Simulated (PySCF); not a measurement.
ClRb, charge +1, multiplicity 2. Atoms are numbered in the order given.

```xyz
2

Rb     0.0000     0.0000    -1.2238
Cl     0.0000     0.0000     2.6637
```
Charge +1, spin multiplicity 2.

Coordinates come from a B3LYP-D3(BJ)/def2-TZVPD optimisation. The multiplicity is an assumed one; other spin states were not compared. The def2 effective core potentials stand for the cores of Rb; spin–orbit coupling is left out.

These are C-PCM-M06-2X/def2-TZVPD run with PySCF values and carry that method's errors.

The values are the electrostatic part of the solvation free energy, E(continuum) − E(gas) at the gas-phase geometry, in a cavity of scaled van der Waals radii (PySCF's table); cavitation and dispersion terms are not included. A continuum can't describe solvent molecules that bind to the metal.

### Question
Estimate the values in water (ε = 78.36), diethylether (ε = 4.24), 2-propanol (ε = 19.26). (The exact figures need the calculation; the answer reports its results.)

### Answer

| solvent | ε | ΔG(elec) (kcal/mol) |
|---|---|---|
| water | 78.36 | -44.6 |
| diethylether | 4.24 | -34.5 |
| 2-propanol | 19.26 | -42.8 |
